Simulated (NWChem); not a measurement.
CH6FNSi2; SMILES F[SiH2]/N=C\[SiH3]

```xyz
11

F      1.3630     1.4697     0.0006
Si    -0.2555     1.6831    -0.0040
N     -1.1991     0.2495    -0.0006
C     -1.0943    -1.0109     0.0017
Si     0.5033    -2.0701     0.0053
H     -0.5973     2.4184    -1.2471
H     -0.6027     2.4284     1.2316
H     -2.0414    -1.5978     0.0019
H      0.4784    -2.9416     1.2202
H      0.4776    -2.9510    -1.2027
H      1.7080    -1.1970     0.0016
```
Atoms are numbered in this order, from 1.

Results from NWChem. Structure relaxed at the PBE0/def2-SVP level. GIAO values for the isolated, static molecule; σ is the absolute isotropic shielding, δ = σ(reference) − σ with the isolated reference molecule computed at the same levels (13C: tetramethylsilane, 1H: tetramethylsilane, 15N: ammonia, 29Si: tetramethylsilane).

```tsv
level	δ Si2 (ppm)	δ N3 (ppm)	δ C4 (ppm)	δ Si5 (ppm)	δ H6 (ppm)	δ H8 (ppm)	δ H9 (rotor mean) (ppm)
LDA (Slater exchange, VWN5)/pcSseg-1	-28.1	521.3	213.6	-79.2	5.95	10.52	4.46
BHandHLYP/pcSseg-1	?	?	?	?	?	?	?
PBE0/pcSseg-1	-32.1	501.5	206.6	-73.0	5.47	10.36	4.22
```

Task: Complete the blanks.

Result: 
- BHandHLYP/pcSseg-1, δ Si2 (ppm): -37.8
- BHandHLYP/pcSseg-1, δ N3 (ppm): 509.9
- BHandHLYP/pcSseg-1, δ C4 (ppm): 208.2
- BHandHLYP/pcSseg-1, δ Si5 (ppm): -71.6
- BHandHLYP/pcSseg-1, δ H6 (ppm): 5.17
- BHandHLYP/pcSseg-1, δ H8 (ppm): 10.16
- BHandHLYP/pcSseg-1, δ H9 (rotor mean) (ppm): 4.03
